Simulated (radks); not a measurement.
Values are calculated unless marked as measured or tabulated.
Correlation energies from several functionals, in hartree. Species: Ne [Ne]; Bi3+ [Hg]. Level of theory: non-relativistic Kohn-Sham, PBE, spin-polarised, spherical densities, point nucleus (a radial shooting solver on a logarithmic mesh with Libxc functionals). Every spin shell is full or empty, so the densities are truly spherical. Functionals are evaluated on that one density, not self-consistently.

functional        Ne     Bi3+
PW92        -0.74030  -8.5235
VWN5        -0.74387  -8.5580
Wigner      -0.51481  -4.3536
Chachiyo    -0.72476  -8.4332
PBE         -0.34699  -5.0126
LYP         -0.38302  -4.4178
P86         -0.38520  -5.6298
PW91        -0.37838  -5.3799
AM05        -0.66533  -8.0394
OP (B88)    -0.37738  -4.3378
revTPSS     -0.36123  -5.0505
SCAN        -0.34404  -5.0389
r2SCAN      -0.34622  -5.0548
Tao-Mo      -0.31120  -4.9044
